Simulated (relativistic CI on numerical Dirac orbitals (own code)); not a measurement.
Os⁴⁺: 5p photoemission

Computed with this model: Dirac-Coulomb-Breit CI, orbitals from a KLI potential per configuration, a model potential for QED, multiplet model of photoemission in the sudden approximation, unscaled Slater integrals; configurations [Xe] 4f14 5d4 → [Kr] 4d10 4f14 5s2 5p5 5d4; 300 K; Lorentzian 2.1 eV and Gaussian 0.6 eV FWHM. Energies are those of the free ion, without screening or charge transfer. The energies are binding energies and can lie tens of eV above those of solids. S is read from ⟨S²⟩ = S(S + 1).

Field parameters in Wybourne normalisation: D3d B²₀ = −7Dσ, B⁴₀ = −14Dq − 21Dτ, B⁴₃ = −14√(10/7) Dq. The field is a parameter set, without covalency.

free ion: ground-state S = 1.80, centroid 105.27 eV. Peaks (eV, height): 97.4 (100), 104.0 (22), 111.4 (12), 119.0 (16), 121.6 (38).

D3d, 10Dq = 35300, Dσ = -1200, Dτ = -40 cm⁻¹: ground-state S = 1.06, centroid 105.47 eV. Peaks (eV, height): 98.0 (100), 106.0 (16), 110.8 (12), 116.0 (30), 119.0 (14), 121.0 (15).

Strongest unbroadened transitions for free ion:

```
Energy (eV)  Relative strength
      97.27              100.0
      98.16                1.9
      99.66               14.1
      99.83               14.9
     100.47                1.9
     103.96               15.6
     105.78                4.1
     106.64                4.1
     108.59                1.2
     108.86                2.1
     110.62                2.0
     111.33                5.7
     111.93                3.0
     118.67                3.5
     118.74                6.4
     121.64               37.2
     123.83                2.2
     124.84                3.1
```
